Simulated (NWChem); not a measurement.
# PbHOI, singlet; SMILES [I][Pb][OH]

```xyz
4

Pb     0.2117     1.0082     0.0000
I     -0.0080    -1.8132     0.0000
O     -1.8597     1.3869     0.0000
H     -2.0612     2.3319     0.0000
```
Atoms are numbered in this order, from 1.

Program: NWChem. Low-valent species are run as closed-shell singlets; no triplet was tried in these runs. Geometry: optimised at PBE0/def2-SVP. def2 effective core potentials on I, Pb; no spin-orbit coupling. LC-ωPBE (HJS hole) with def2-SVP; x = 1 − exp(−ω/0.25 bohr⁻¹) is a scale chosen for this fit.

```
row           x  −ε(HOMO) (eV)
--------  -----  -------------
ω = 0.15  0.451           7.85
ω = 0.20  0.551           8.31
ω = 0.30  0.699       withheld
ω = 0.40  0.798           9.45
ω = 0.80  0.959          10.18
```

Question: Fit a straight line of the last column on the one before it, predict the withheld value, and compare with the run.

Answer: 
1. Means of the 4 shown rows: x = 0.6897, y = 8.947. Slope Σ(x − x̄)(y − ȳ)/Σ(x − x̄)² = 0.7367/0.1605 = 4.591; intercept 5.781.
2. The shown rows scatter about the line by 0.003 (root mean square); the largest residual is +0.01, at ω = 0.40.
3. At x = 0.699 (ω = 0.30; inside the shown range) the line gives 8.99.
4. The run gives 8.99, 0.00 from the line.
